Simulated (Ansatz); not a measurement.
Consider the ligand exchange at the Sn–N bond: `C[NH][SnH2][O]C` + CH₃SH → `C[O][SnH2][S]C` + CH₃NH₂.

Computed with Ansatz on PBE0-D4/def2-TZVP structures; ΔE is electronic, products minus reactants. CBS: MP2 limit from def2 TZ/QZ plus the TZ coupled-cluster correction, frozen cores. This one scheme is used for every species. Elements past krypton have def2 core potentials. For Sn outer-core shells are correlated without core-valence functions, which leaves a few kJ/mol of doubt a bond. Each species was taken in one conformer, which may not be the lowest.

`C[NH][SnH2][O]C`:

```xyz
14

C    -1.076    1.329   -1.286
N    -1.174    0.644   -0.012
Sn   -0.616   -1.280    0.173
O     1.347   -1.215    0.125
C     2.029   -0.387    1.032
H    -0.114    1.101   -1.753
H    -1.863    1.068   -2.008
H    -1.105    2.414   -1.141
H    -2.005    0.898    0.501
H    -0.968   -2.273   -1.167
H    -1.165   -1.816    1.699
H     1.647    0.642    1.033
H     3.084   -0.356    0.742
H     1.977   -0.768    2.062
```

CH₃SH:

```xyz
6

C     0.196    0.112    0.436
S     0.076   -0.789   -1.125
H     0.363    1.176    0.272
H     1.062   -0.298    0.957
H    -0.686   -0.042    1.056
H    -1.010   -0.158   -1.597
```

`C[O][SnH2][S]C`:

Cartesian coordinates in Å:
```
C 1.510 1.726 -0.117
O 0.457 1.072 0.541
Sn -1.182 0.610 -0.450
S -2.022 -1.283 0.709
C -0.533 -2.326 0.643
H 1.297 2.791 -0.286
H 2.403 1.662 0.512
H 1.755 1.274 -1.089
H -0.636 0.246 -2.033
H -2.309 1.886 -0.365
H 0.322 -1.809 1.075
H -0.309 -2.637 -0.378
H -0.752 -3.212 1.239
```

CH₃NH₂:

```xyz
7

C     0.050   -0.566   -0.015
N     0.120    0.869   -0.235
H    -0.575   -0.882    0.833
H     1.057   -0.957    0.149
H    -0.337   -1.051   -0.914
H     0.487    1.338    0.583
H    -0.802    1.250   -0.400
```

```tsv
species	CCSD(T)/CBS(def2) energy (Eh)
`C[NH][SnH2][O]C`	-425.40593
CH₃SH	-438.22835
`C[O][SnH2][S]C`	-767.90454
CH₃NH₂	-95.75281
```

(1) Work out ΔE.

Largest T1 diagnostic among the species: 0.013.

## Answers

(1) ΔE = (-767.90454) + (-95.75281) − (-425.40593) − (-438.22835) = -0.02307 Eh = -14.5 kcal/mol.
